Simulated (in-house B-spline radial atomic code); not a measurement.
Checks on a self-consistent run for V+, [He] 2s2 (2p1/2)2 (2p3/2)3 3s2 3p6 3d3 4s2. Computed with an all-electron radial atomic-structure program (B-spline basis): Dirac-Hartree-Fock, average of the jj configuration, Fermi nucleus of rms radius 3.6002 fm.

```
orbital    q      ε (Eh)     <1/r>       <r²>  small-component weight
  1s1/2    2  -205.71995   22.8617  0.0059124               0.0068147
  2s1/2    2   -25.77167   4.91341   0.107618               0.0012526
  2p1/2    2   -22.19679   4.83705  0.0867232               0.0012239
  2p3/2    3   -21.96069   4.73478  0.0917476               0.0011936
  3s1/2    2    -3.94720   1.54265    0.95196              0.00026971
  3p1/2    2    -2.75521   1.42462    1.07363              0.00023688
  3p3/2    4    -2.70306   1.43957    1.09578              0.00024853
  3d3/2  1.2    -1.09361   1.16399    1.52278              0.00016839
  3d5/2  1.8    -1.07881    1.1526    1.55217              0.00016537
  4s1/2    2    -0.54739  0.436901    9.71543              3.0578e-05
```

Electron-electron repulsion V_ee = 327.0215 hartree.

Question: What total energy follows from the eigenvalues?

Answer: The eigenvalues count the repulsion twice, so E = Σqε - V_ee = -601.825 - 327.022 = -928.846 hartree; the run printed -928.846.

Question: Does the Dirac virial theorem hold?

Answer: For a point nucleus E = -2c²Σq·w, with w the small-component weight. Here Σq·w = 0.024731 and c = 137.0360, so the ratio E/(-2c²Σq·w) is 1.000005; the finite nucleus accounts for the departure from 1.

Question: What diamagnetic shielding (Lamb formula) and susceptibility (Langevin formula) do the radii give?

Answer: σ = (α²/3)Σq<1/r> = 95.4668/(3·137.036²) = 1694.6 ppm, and χ = -0.79199×10⁻⁶·Σq<r²> = -26.26×10⁻⁶ cm³/mol with Σq<r²> = 33.162 bohr². Both are non-relativistic formulas without the paramagnetism of open shells.
